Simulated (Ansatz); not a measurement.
[GaFH3]- (GaH3F⁻). Charge -1, multiplicity 3. Geometry r2SCAN-D4/def2-TZVPD, that of the charge -1 singlet; atoms count from 1.

```xyz
5

Ga    0.001   -0.057    0.084
F    -0.022    0.979   -1.448
H    -1.282   -1.027   -0.011
H    -0.090    0.972    1.321
H     1.393   -0.867    0.055
```

The highest occupied level of the charge -1 triplet lies above zero (up to 2.16 eV). By energy differences it is unbound by 1.05 eV (vertical, against the charge 0 doublet, at PBE0-D4/def2-TZVPD) and held by the finite basis. At PBE0-D4/def2-TZVPD a singlet of charge -1 lies 5.72 eV below the triplet at the same geometry.

(1) Estimate the Mulliken populations from the PBE0/def2-TZVPD orbitals of Ansatz.

(2) Where does the spin sit?

(3) And the Mayer bond orders between heavy atoms (over 0.3)?

Answers

(1) 
```csv
atom,charge (e),spin (α − β)
Ga1,-0.62,1.10
F2,-0.35,0.07
H3,0.13,0.51
H4,-0.08,0.16
H5,-0.08,0.16
```
Mulliken values depend strongly on the basis. With diffuse functions, as here, like atoms can get unlike values, and bond orders can come out too low or too high.

(2) Summed by element: Ga 1.10, F 0.07, H 0.84, of 2 unpaired in all. Largest on single atoms: Ga1 1.10, H3 0.51, H5 0.16.

(3) Ga1–F2 0.74 (1.85 Å).
